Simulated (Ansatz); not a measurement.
Basis-set extrapolation for `C[SiH2][SiH](Cl)Cl` (PBE0-D4/def2-TZVP geometry, frozen core, Ansatz 0.2.0). Multiplicity 1, RHF reference.

```json
{"": "HF", "def2-TZVPP": "-1538.406324", "def2-QZVPP": "-1538.451635"}
{"": "MP2 correlation", "def2-TZVPP": "-0.799286", "def2-QZVPP": "-0.869400"}
{"": "CCSD(T) correlation", "def2-TZVPP": "-0.909100", "def2-QZVPP": "not run"}
```

Energies in hartree. Use E(X) = E(∞) + A·exp(−7.88·√X) for Hartree–Fock and E(X) = E(∞) + B·X^(−2.97) for correlation, with X = 3 and 4, and add CCSD(T) minus MP2 of the smaller set to the MP2 limit.

Task: What is the CCSD(T) energy at the basis-set limit?

Result: HF limit: -1538.451635 + (-0.045311) × 0.13774 = -1538.45788. MP2 limit: -0.869400 + (-0.070114) × 0.74074 = -0.92134. Higher-order term: -0.909100 − (-0.799286) = -0.10981. Total: -1539.48903 hartree, 455.8 kJ/mol below CCSD(T)/def2-TZVPP.
